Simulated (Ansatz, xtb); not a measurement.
The molecule AuS, multiplicity 2 (lowest of 2S+1 = 2, 4 at CCSD(T)/def2-TZVPP on PBE0 minima; our sources give no spin for the ground state, which may be another). No spin–orbit coupling.

The constants come from a fifth-degree fit in 1/R (seven points, main isotopes). Runs in def2 and cc sets follow the lowest solution found near the PBE0 minimum.

Run with Ansatz (Gaussian basis) for Hartree–Fock, density functionals and correlated methods; xtb for the GFN methods. Each number belongs to the level named beside it. In def2 rows elements past Kr take small-core potentials, without spin–orbit coupling. The GFN methods have no spin term and hold the electronic entropy of 300 K.

| level | r_e (Å) | ω_e (cm⁻¹) | α_e (cm⁻¹) | B_e (cm⁻¹) | dipole (D) |
|---|---|---|---|---|---|
| GFN1-xTB | 2.140 | 446 | 0.00098 | 0.134 | - |
| GFN2-xTB | 2.256 | 316 | 0.00068 | 0.120 | - |
| SVWN5/def2-TZVPP | 2.139 | 432 | 0.00063 | 0.134 | 2.17 |
| PBE/def2-TZVPP | 2.185 | 394 | 0.00066 | 0.128 | 2.31 |
| r2SCAN/def2-TZVPP | 2.173 | 405 | 0.00065 | 0.130 | 2.57 |
| B97M-V/def2-TZVPP | 2.206 | 374 | 0.00068 | 0.126 | 2.74 |
| B3LYP/def2-TZVPP | 2.214 | 371 | 0.00066 | 0.125 | 2.55 |
| PBE0/def2-TZVPP | 2.189 | 390 | 0.00065 | 0.128 | 2.80 |
| BHLYP/def2-TZVPP | 2.228 | 365 | 0.00061 | 0.123 | 3.19 |
| CAM-B3LYP/def2-TZVPP | 2.204 | 380 | 0.00062 | 0.126 | 2.94 |
| wB97X-V/def2-TZVPP | 2.199 | 387 | 0.00061 | 0.127 | 3.34 |
| wB97M-V/def2-TZVPP | 2.207 | 379 | 0.00061 | 0.126 | 3.22 |
| B2PLYP/def2-TZVPP | 2.193 | 386 | 0.00065 | 0.127 | - |
| CCSD/def2-TZVPP | 2.205 | 386 | 0.00062 | 0.126 | - |
| CCSD/def2-QZVPP | 2.187 | 392 | 0.00063 | 0.128 | - |
| CCSD(T)/def2-TZVPP | 2.196 | 391 | 0.00064 | 0.127 | - |
| CCSD(T)/def2-QZVPP | 2.176 | 400 | 0.00065 | 0.129 | - |
| CCSD(T)/CBS(def2-TZVPP, def2-QZVPP) | 2.166 | 406 | 0.00065 | 0.131 | - |

Correlated levels freeze the inner cores; with def2 sets outer-core shells near the valence are correlated too. CBS(a, b) extrapolates the correlation energy as X⁻³ and adds the Hartree–Fock energy of set b.

Ansatz is an electronic-structure program.
